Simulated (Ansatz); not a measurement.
Ansatz (a program for electronic structure) input:

Ansatz 0.2 input:
```yaml
crystal:
  periodic: [false, false, false]
  atoms:
    - {symbol: B, position_ang: [-0.77657967, 0.03230627, -0.00413419]}
    - {symbol: N, position_ang: [0.60979542, -0.02536793, 0.00324630]}
    - {symbol: H, position_ang: [-1.39837774, -0.98543134, -0.02544751]}
    - {symbol: H, position_ang: [-1.31189213, 1.09818051, 0.01101914]}
    - {symbol: H, position_ang: [1.19719081, 0.79223349, 0.02089926]}
    - {symbol: H, position_ang: [1.12740949, -0.88893853, -0.00852404]}
basis:
  gaussian:
    orbitals: aug-cc-pVDZ
magnetization: {spin_polarized: false}
correlation: {method: ccsd_t, electrons: outside_noble_gas}
output: {forces: true}
```

Which total energy does the run end on?

-81.81765 Eh (CCSD(T)/aug-cc-pVDZ). The basis has 82 functions.
